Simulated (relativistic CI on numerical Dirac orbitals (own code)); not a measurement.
# What each ingredient does to the levels of Pr19+

Base calculation: Dirac-Coulomb-Breit CI, separate exchange-only KLI orbitals for each configuration, model QED (radiative potential, 1s self-energy scaled to tabulated hydrogen-like ionisation energies), unscaled Slater integrals.

CI space (outside the closed core [Ar] 3d10): 4s2 4p6 4d4, 4s2 4p5 4d5, 4s2 4p6 4d3 4f, 4s 4p6 4d5, 4s2 4p5 4d4 4f, 4s2 4p6 4d3 5s, 4s 4p6 4d4 4f, 4s2 4p6 4d3 5p, 4s2 4p6 4d2 4f 5s, 4s2 4p6 4d3 5d, 4s2 4p6 4d2 5s 5p, 4s2 4p5 4d4 5s, 4s2 4p6 4d3 5f, 4s2 4p6 4d3 6s, 4s2 4p6 4d3 6p, 4s 4p6 4d3 4f 5s, 4p6 4d5 4f, 4s2 4p6 4d3 6f, 4s2 4p6 4d3 7s, 4s2 4p6 4d3 7p, 4p6 4d6, 4p5 4d7, 4p5 4d6 4f, 4s2 4p6 4d2 5s2, 4s2 4p6 4d 4f 5s2, 4s2 4p5 4d2 4f 5s2, 4s 4p6 4d2 4f 5s2. Double excitations out of closed p, d and f shells are left out; levels of such configurations are missing from the list, as are those of other unlisted configurations, and high levels can miss mixing partners. These lack a partner that the ground configuration has and come out too high: 4s2 4p5 4d4 5s.

Variants: (1) P86 correlation estimate; (2) Breit term removed; (3) one mean potential for all configurations. Shifts of the energy above 4s2 4p6 4d4 5D_0, in cm⁻¹, for the lowest level and the first level of each name with at least 55 % of one term (blank where a level changes its place among those of its configuration and J or its character, or is not in the variant):

```tsv
Level	Base	Δ(1)	Δ(2)	Δ(3)
4s2 4p6 4d4 5D_0	0	0	0	0
4s2 4p6 4d4 5D_1	17319	+1	+877	-5
4s2 4p6 4d4 5D_2	30657	+1	+1393	-7
4s2 4p6 4d4 5D_3	39986	+1	+1612	-8
4s2 4p6 4d4 3G_3	75895	+1	+1532	-9
4s2 4p6 4d4 3H_5	79795	+1	+2126	-12
4s2 4p6 4d4 3F_2	80492	0	+1386	-7
4s2 4p6 4d4 3H_6	85947	+1	+2409	-13
4s2 4p6 4d4 3P_1	86476	0	+1765	-9
4s2 4p6 4d4 3G_4	95204	+2	+2196	-11
4s2 4p6 4d4 3G_5	121026	+2	+3147	-17
4s2 4p6 4d4 1I_6	124711	+1	+3241	-18
4s2 4p6 4d4 3D_1	126713	+2	+2545	-13
4s2 4p6 4d4 1S_0	145318	+2	+2742	-12
4s2 4p6 4d4 1F_3	150301	+2	+2776	-14
4s2 4p6 4d4 1G_4	190132	-1	+2915	-13
4s2 4p5 4d5 7P°_4	815665	+1060	+3836	-192
4s2 4p5 4d5 7P°_3	851051	+1060	+3925	-193
4s2 4p5 4d5 5P°_1	882489	+1057	+3853	-204
4s2 4p5 4d5 5G°_6	883085	+1059	+4307	-201
4s2 4p5 4d5 5H°_7	901257	+1059	+4544	-206
4s2 4p5 4d5 5D°_0	923570	+1012	+3648	-345
```

At this charge energies of transitions that change n are usually good to better than 1 %, and those within a shell (Δn = 0) to a few per cent. Terms inside the open d or f shell come out 10 to 20 % too wide with unscaled integrals.

Ionisation energy from the two ground configurations alone: base 554.284 eV; P86 correlation estimate 556.114 eV; Breit term removed 554.505 eV. The NIST ASD value (theoretical) is 554 eV.

LS names give the leading component of a level, which can be under half, so a name can repeat, a term be missing and a line seem to break the LS rules.
